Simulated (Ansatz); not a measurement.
A geometry relaxed with Ansatz (a program for electronic structure) with PBE0-D3(BJ)/def2-TZVP, charge 0, multiplicity 1:

```xyz
9

C     -2.5677    -0.0940     0.0552
C      2.5677     0.0939    -0.3691
C      0.0000     0.0003    -0.1567
H     -3.1161     0.6748     0.5905
H     -3.1385    -0.9040    -0.3878
C      1.2672     0.0466    -0.2614
H      3.0444     0.6031    -1.2009
C     -1.2672    -0.0461    -0.0520
H      3.2101    -0.3746     0.3699
```

### Question
Write the SMILES of this molecule.

### Answer
`C=C=C=C=C`
